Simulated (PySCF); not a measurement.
# Spinor energies of Nb³²⁺ (niobium, charge +32)

Start: [He] 2s2 2p5; 2p1/2 filled at m_j = +1/2; 2p3/2 filled at m_j = -3/2, -1/2, +1/2, +3/2. Calculated with PySCF 2.14 in an uncontracted even-tempered set (17 s from 12 bohr⁻², ratio 2.4; 12 p from 16 bohr⁻², ratio 2.4; 5 d from 62 bohr⁻², ratio 2.6; 4 f from 93 bohr⁻², ratio 2.6): generalised Hartree-Fock with the X2C-1e Hamiltonian and a Gaussian nucleus; one run each with spin-orbit coupling (SO) screened by Boettger's factors, then bare. This is a chosen level, not necessarily the ground level.

```
spinor shell  electrons  ε, screened SO (eV)  ε, bare SO (eV)  weight of nominal j (bare SO)  rms radius, bare SO (bohr)
       1s1/2          2             -21023.4         -21023.6                          1.000                      0.0414
       2s1/2          2              -4484.6          -4484.7                          1.000                       0.166
       2p1/2          1              -4304.6          -4308.5                          1.000                       0.143
       2p3/2          4              -4191.9          -4190.3                          1.000                       0.148
```

| quantity | screened SO | bare SO |
| --- | --- | --- |
| E (hartree) | -2925.85896 | -2925.76044 |
| M_J | 1/2 | 1/2 |
| ⟨J²⟩ | 0.750 | 0.750 |
| ⟨L²⟩ | 2.002 | 2.002 |
| ⟨S²⟩ | 0.751 | 0.752 |

Each row is a mean over spinors that exchange with the open shell spreads, by up to 11.017 eV (2p3/2).

Breit and QED terms are absent; they matter most for the inner s and p1/2 levels.

Densities and radii are taken from the X2C orbitals without a picture-change correction, which distorts them close to the nucleus.
